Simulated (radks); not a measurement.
Spherical quantum dot in the effective-mass picture: electrons in a parabolic well V = omega^2 r^2 / 2 with omega = 0.54, all in effective atomic units (hartree* = m*/eps^2 hartree, bohr* = eps/m* bohr), one dielectric constant everywhere. Calculated with a radial shooting solver with Libxc functionals: non-relativistic Kohn-Sham, LDA (Slater exchange, Perdew-Wang correlation), spin-polarised, spherical densities. Levels are named by radial order and angular momentum (1s, 1p, 1d, 2s, ...), and open shells are averaged over m. Results are scaled to m* = 0.144 and eps = 5.3, for which hartree* = 139.5 meV and bohr* = 1.948 nm. Each electron was tried in the lowest free levels, single moves between levels near the top were tried too, and the lowest total energy was kept; such a search can miss a lower state. At N = 1 the Hartree and exchange-correlation terms need not cancel, so that row can carry a self-interaction error.

N        open shells  2S  E (meV)  mu = E(N) - E(N-1) (meV)  addition energy mu(N+1) - mu(N) (meV)  e(HOMO) (meV)  rms radius (nm)
1   1s(up 1, down 0)   1  115.829                    115.83                                  71.03         144.27            3.279
2               none   0  302.685                    186.86                                  113.0         214.16            3.546
3   1p(up 1, down 0)   1  602.588                    299.90                                  46.39         323.00            4.017
4   1p(up 2, down 0)   2  948.880                    346.29                                  46.24         369.53            4.304
5   1p(up 3, down 0)   3  1341.41                    392.53                                  56.20         415.38            4.523
6   1p(up 3, down 1)   2  1790.14                    448.73                                  41.73         469.56            4.719
7   1p(up 3, down 2)   1  2280.60                    490.46                                  41.57         511.32            4.889
8               none   0  2812.63                    532.03                                  86.89         552.63            5.042
9   1d(up 1, down 0)   1  3431.55                    618.92                                  36.82         637.38            5.236
10  1d(up 2, down 0)   2  4087.29                    655.74                                  36.47         674.04            5.406
11  1d(up 3, down 0)   3  4779.50                    692.21                                  36.05         710.31            5.557
12  1d(up 4, down 0)   4  5507.76                    728.27                                  35.60         746.14            5.695
13  1d(up 5, down 0)   5  6271.63                    763.87                                  43.64         781.51            5.823
14  1d(up 5, down 1)   4  7079.14                    807.50                                  33.66         824.37            5.946
15  1d(up 5, down 2)   3  7920.30                    841.17                                  33.42         857.92            6.061
16  1d(up 5, down 3)   2  8794.89                    874.59                                  33.12         891.20            6.169
17  1d(up 5, down 4)   1  9702.60                    907.71                                  32.80         924.17            6.272
18              none   0  10643.1                    940.51                                  41.00         956.79            6.371
19  2s(up 1, down 0)   1  11624.6                    981.51                                  36.72         998.03            6.468
20              none   0  12642.9                    1018.2                                  55.99         1034.5            6.563
21  1f(up 1, down 0)   1  13717.1                    1074.2                                  29.95         1089.2            6.666
22  1f(up 2, down 0)   2  14821.2                    1104.2                                  29.72         1119.1            6.765
23  1f(up 3, down 0)   3  15955.1                    1133.9                                  29.50         1148.7            6.859
24  1f(up 4, down 0)   4  17118.5                    1163.4                                  29.27         1178.1            6.949
25  1f(up 5, down 0)   5  18311.2                    1192.7                                  29.04         1207.2            7.035
26  1f(up 6, down 0)   6  19532.9                    1221.7                                      -         1236.1            7.119

All shells are closed at N = 2, 8, 18, 20 (there: 1s2 1p6 1d10 2s2); the second difference of the energy has clear peaks (12 % above both neighbours; the first and last values, which can be the largest, are not judged, and half-filled shells can peak too) at N = 2, 5, 8, 13, 20.
